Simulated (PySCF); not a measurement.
**Fractional electron number in Cd²⁺ (cadmium, charge +2)**

The 4d beta orbital of [Kr] 4d10 is emptied in steps (occupation f), with all orbitals relaxed, ending at [Kr] 4d9. Calculation: PySCF 2.14, in def2-SVP with the def2 core potential (28 electrons); a scalar-relativistic core potential. The exact energy is a straight line in f; departures are measured from the line between the end points of the same method.

```csv
f,UHF (eV),LDA (eV),PBE (eV),PBE0 (eV),r2SCAN (eV),LC-wPBE (eV),BHandHLYP (eV),wB97X (eV),HSE06 (eV),M06-2X (eV)
1,0.000,0.000,0.000,0.000,0.000,0.000,0.000,0.000,0.000,0.000
0.9,0.171,-0.683,-0.673,-0.467,-0.638,-0.215,-0.258,-0.240,-0.505,-0.280
0.7,0.388,-1.605,-1.579,-1.098,-1.492,-0.509,-0.610,-0.566,-1.185,-0.661
0.5,0.450,-1.924,-1.891,-1.315,-1.781,-0.613,-0.735,-0.679,-1.419,-0.795
0.3,0.367,-1.627,-1.597,-1.111,-1.499,-0.521,-0.624,-0.574,-1.198,-0.676
0.1,0.153,-0.702,-0.688,-0.479,-0.643,-0.226,-0.271,-0.247,-0.516,-0.294
0,0.000,0.000,0.000,0.000,0.000,0.000,0.000,0.000,0.000,0.000
```

Problem. For r2SCAN, how does the orbital energy at f = 1 compare with the removal energy?

Solution. −ε = 30.608 eV against a total-energy difference of 37.681 eV. By Janak's theorem ε = ∂E/∂f, so the gap between them reflects the curvature. Along the path −ε is 32.003 (f = 0.9), 34.817 (f = 0.7), 37.661 (f = 0.5), 40.523 (f = 0.3), 43.395 (f = 0.1) eV.

| method | E(f=0) − E(f=1) (eV) | −ε at f=1 (eV) | −ε at f=0.5 (eV) |
| --- | --- | --- | --- |
| UHF | 36.103 | 38.031 | 36.041 |
| LDA | 38.106 | 30.544 | 38.041 |
| PBE | 37.789 | 30.335 | 37.738 |
| PBE0 | 37.686 | 32.509 | 37.646 |
| r2SCAN | 37.681 | 30.608 | 37.661 |
| LC-wPBE | 37.625 | 35.250 | 37.587 |
| BHandHLYP | 37.525 | 34.671 | 37.482 |
| wB97X | 37.586 | 34.933 | 37.562 |
| HSE06 | 37.682 | 32.089 | 37.642 |
| M06-2X | 37.969 | 34.875 | 37.923 |

Reference removal energy between the ground levels: 37.468 ± 0.006 eV (measured; NIST Atomic Spectra Database, ionization energies). The calculation has no spin-orbit coupling. UHF lacks correlation.
